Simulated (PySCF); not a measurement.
C₂H₂Cl₂Si. Atoms are numbered in the order given.

```xyz
7

Si    -0.0107    -0.5386     0.0000
Cl    -0.9281     0.2226     1.6850
Cl    -0.9281     0.2226    -1.6850
C      1.7385    -0.0401     0.0000
C      2.9131     0.2769     0.0000
H     -0.1547    -2.0076     0.0000
H      3.9507     0.5598     0.0000
```
Charge 0, spin multiplicity 1.

Geometry optimised at B3LYP-D3(BJ)/def2-SVP.

Method: B3LYP-D3(BJ)/def2-SVP run with PySCF.

Frequencies are harmonic and unscaled.

```
mode  ν (cm⁻¹)  IR (km/mol)  moving atoms (share of kinetic energy)
----  --------  -----------  --------------------------------------
1          109          0.5                 C 41 %, Cl 40 %, H 12 %
2          146          3.2        C 41 %, Cl 27 %, Si 19 %, H 12 %
3          184          1.2                Cl 67 %, Si 18 %, C 13 %
4          335         13.8                  C 78 %, Cl 12 %, H 9 %
5          344         25.1                C 62 %, Cl 20 %, Si 12 %
6          509         48.5                Cl 45 %, Si 42 %, C 10 %
7          593        134.7                        Si 58 %, Cl 36 %
8          670         92.6                 Si 45 %, C 42 %, H 10 %
9          755         24.8                          H 75 %, C 25 %
10         756         27.7                          H 75 %, C 25 %
11         819        205.4                         H 85 %, Si 11 %
12         822        165.8                          H 91 %, Si 8 %
13        2157         72.1                          C 90 %, H 10 %
14        2296         80.2                                  H 97 %
15        3454         52.5                          H 86 %, C 14 %
```
